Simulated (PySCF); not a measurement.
Input of a run (PBE0-D3(BJ)/def2-SVP geometry optimisation, gas phase (PySCF 2.14.0)), started from GFN2-xTB:
```
{"job": {"xc": "PBE0", "basis": "def2-SVP", "d3": "d3bj", "grid": 1, "shake": 0.01, "kind": "geom"}, "charge": 0, "multiplicity": 1}
C     -1.038340    -2.023290    -0.709620
Ge    -1.356060    -0.069620    -0.370470
Ge    -1.413270     0.461660     1.963690
Ge     0.186100     1.287290    -1.689620
O      1.814050     0.818510    -1.342600
Si     2.707570     0.291340    -0.097720
H     -1.116250    -2.208070    -1.779030
H     -1.785870    -2.595250    -0.200930
H     -0.073190    -2.292940    -0.350940
H     -2.750450     0.244140    -0.895810
H     -2.534720    -0.217570     2.702640
H     -1.580070     1.925910     2.269650
H     -0.190030     0.083030     2.726480
H      0.136200     2.793550    -1.433900
H      0.126740     1.096850    -3.196300
H      3.096890     1.434360     0.753780
H      3.831490    -0.363350    -0.760970
H      1.911690    -0.654580     0.719270
```

Output (energies in Eh, forces in Eh/bohr):
```
step   0  E = -6639.11162078  max force = 0.031795
step   1  E = -6639.12257584  max force = 0.016615
step   2  E = -6639.12382941  max force = 0.005886
step   3  E = -6639.12398555  max force = 0.000981
step   4  E = -6639.12404561  max force = 0.001635
step   5  E = -6639.12412731  max force = 0.002298
step   6  E = -6639.12421388  max force = 0.001844
step   7  E = -6639.12429310  max force = 0.001264
step   8  E = -6639.12435229  max force = 0.001239
step   9  E = -6639.12440281  max force = 0.001418
step  10  E = -6639.12444333  max force = 0.000968
step  11  E = -6639.12447495  max force = 0.000511
step  12  E = -6639.12448758  max force = 0.000313
optimisation converged
```

Q: Summarise the run.

A: The energy falls by 0.350 eV over 13 energy and gradient evaluations, the largest force component goes from 0.0318 to 3.1e-04 Eh/bohr, and the atoms move by 0.289 Å rms after alignment. The bond that changes most is Ge4–O5 (ends: germanium bonded to Ge, O and 2 H; oxygen bonded to Ge and Si), which lengthens by 0.062 Å. Bonds longer at the end by more than 0.005 Å: 15 of 17; shorter: 2. Among the angles that change most is O5–Si6–H17, from 102.8° to 108.6°. Among the dihedrals that turn most is Ge4–O5–Si6–H17, from 158° to -176°. The energy never rose by more than 1e-6 Eh on the way. The first step brought 85 % of the lowering.

Q: What are the final bond lengths?

A: C1–Ge2 1.961 Å, Ge2–Ge3 2.428 Å, Ge2–Ge4 2.431 Å, Ge4–O5 1.791 Å, O5–Si6 1.653 Å, C1–H7 1.099 Å, C1–H8 1.099 Å, C1–H9 1.099 Å, Ge2–H10 1.547 Å, Ge3–H11 1.542 Å, Ge3–H12 1.540 Å, Ge3–H13 1.539 Å, Ge4–H14 1.544 Å, Ge4–H15 1.541 Å, Si6–H16 1.498 Å, Si6–H17 1.491 Å, Si6–H18 1.499 Å. Numbering counts from 1 in the input's order; the species is `[CH3][Ge@@H]([GeH3])[GeH2][O][SiH3]`.

The run used 202 basis functions and 84 SCF cycles in all.

No PBE0-D3(BJ)/def2-SVP frequencies stand behind this structure, so it isn't proved a minimum. The numbers are those of one conformer.
